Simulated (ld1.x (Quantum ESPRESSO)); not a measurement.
**Which change was made? (P, TM)**

```
Element                 : P
Generator               : ld1.x (Quantum ESPRESSO) 7.5
Type                    : norm-conserving Troullier–Martins (Kleinman–Bylander form)
Functional              : PBE
Relativity              : non-relativistic
Frozen core             : [Ne]
Valence charge          : 5
Reference configuration : 3s2 3p1 (charge +2)
Partial waves           : 3s (bound): rc 1.35 bohr; 3p (bound): rc 1.60 bohr
Local potential         : all-electron potential smoothed inside 1.20 bohr (lloc = -1)
Core correction         : Bessel-smoothed model core inside 1.10 bohr
```

Cutoffs, loose and tight: the cutoffs (Ry, on a coarse ladder) from which the occupation-weighted sum of valence levels, in a spherical-Bessel basis at the reference potential, stays within 10 and 1 mRy of its value at 400 Ry. They do not see the model core or the augmentation charge, which bear on the density cutoff. Test errors are all-electron minus pseudo excitation energies from the reference, over the configurations 3s2 3p3; 3s2 3p2; 3s2 3p0; 3s1 3p4; 3s1 3p3; 3s0 3p5; 3s2 3p3.3; variants that change the core or the reference have their own tests.

The base gives: outcome: generated; cutoff, loose: 35 Ry; cutoff, tight: 70 Ry; bound ghosts: none; largest test error (meV): +39.

On the changes marked as counting shells twice: ld1.x takes every shell without a wave as core, so the model core holds the marked electrons as well and exchange and correlation see them twice. This cancels in the reference configuration, but the file is broken for other ones, and its errors say nothing about a proper core correction.

After one change the result is: outcome: generated, misses its reference levels by 0.39 eV; cutoff, loose: 300 Ry; cutoff, tight: over 300 Ry; bound ghosts: none; largest test error (meV): +1228. Which change was it?
A. core [He], valence charge 13; reference 2s2 2p6 3s1 3p4; waves now 2s (bound): rc 0.80 bohr; 2p (bound): rc 0.80 bohr; local potential the p channel; core correction a·sin(br)/r model core inside 0.55 bohr (3p, 3s counted twice)
B. all radii but the core radius scaled by about 1.29 (s 1.74, p 2.08 bohr); local potential all-electron potential smoothed inside 1.56 bohr (lloc = -1)
C. local potential all-electron potential smoothed inside 0.64 bohr (lloc = -1)
D. wave 3s (bound): rc 1.35 bohr becomes 3s (bound): rc 1.82 bohr
E. type PAW; waves now 3s (bound): rcut 1.15, rcutus 1.35 bohr; 3s channel at -2.2 Ry: rcut 1.15, rcutus 1.35 bohr; 3p (bound): rcut 1.40, rcutus 1.60 bohr; 3p channel at -1.05 Ry: rcut 1.40, rcutus 1.60 bohr; local potential all-electron potential smoothed inside 1.50 bohr (lloc = -1); augmentation PSQ, radius 1.05 bohr

A. The others give: local potential all-electron potential smoothed inside 0.64 bohr (lloc = -1) → outcome: generated; cutoff, loose: 40 Ry; cutoff, tight: 60 Ry; bound ghosts: s; largest test error (meV): +34 | type PAW; waves now 3s (bound): rcut 1.15, rcutus 1.35 bohr; 3s channel at -2.2 Ry: rcut 1.15, rcutus 1.35 bohr; 3p (bound): rcut 1.40, rcutus 1.60 bohr; 3p channel at -1.05 Ry: rcut 1.40, rcutus 1.60 bohr; local potential all-electron potential smoothed inside 1.50 bohr (lloc = -1); augmentation PSQ, radius 1.05 bohr → outcome: generated; cutoff, loose: 18 Ry; cutoff, tight: 30 Ry; bound ghosts: none; largest test error (meV): -10 | all radii but the core radius scaled by about 1.29 (s 1.74, p 2.08 bohr); local potential all-electron potential smoothed inside 1.56 bohr (lloc = -1) → outcome: generated; cutoff, loose: 21 Ry; cutoff, tight: 45 Ry; bound ghosts: none; largest test error (meV): +34 | wave 3s (bound): rc 1.35 bohr becomes 3s (bound): rc 1.82 bohr → outcome: generated; cutoff, loose: 18 Ry; cutoff, tight: 45 Ry; bound ghosts: none; largest test error (meV): +41.
